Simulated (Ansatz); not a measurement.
CHF2NOSi, singlet, at a GFN2-xTB geometry; CASSCF(4,4)/6-31G run with Ansatz (a program for electronic structure).

The Ansatz input:
Ansatz 0.2 input:
```yaml
crystal:
  periodic: [false, false, false]
  atoms:
    - {symbol: Si, position_ang: [-0.91534223, 0.04098128, 0.29619602]}
    - {symbol: F, position_ang: [-1.49995790, -1.32647059, -0.25883094]}
    - {symbol: F, position_ang: [-1.54759948, 1.14517424, -0.65198762]}
    - {symbol: N, position_ang: [0.75468721, 0.03033632, -0.02408388]}
    - {symbol: C, position_ang: [1.93368221, 0.03889771, 0.13235914]}
    - {symbol: O, position_ang: [3.08084842, 0.04533830, 0.21981916]}
    - {symbol: H, position_ang: [-1.28888330, 0.24948239, 1.66650178]}
basis:
  gaussian:
    orbitals: 6-31G
hamiltonian:
  xc: hf
magnetization: {spin_polarized: false}
correlation: {active_space: {window: {electrons: 4, orbitals: 4}}}
```

What the program printed (banner, timings and long lists left out):

```
Functional definition: HF
656 factors; integrals over basis functions are off by at most 1.8e-4 eV
mean field evaluation 1: about -17833.4803 eV, gradient 4.5e1 eV
mean field evaluation 2: about -17833.5016 eV, gradient 4.5e1 eV
mean field evaluation 4: about -17837.4451 eV, gradient 3.5e0 eV
mean field evaluation 8: about -17837.4765 eV, gradient 2.6e-1 eV
mean field -17837.47673915 eV, -655.5151794877 hartree, gradient 1.9e-6 eV, S^2 0.000000; 0 other end points of the search recorded, 0 dependent functions left out
reference -17837.47673915 eV, -655.5151794877 hartree; 27, 27 occupied and 33, 33 virtual orbitals, 656 factors
state -17839.30001267 eV, -655.5821835538 hartree
Total energy: -17839.30001267 eV, -655.5821835538 hartree
```
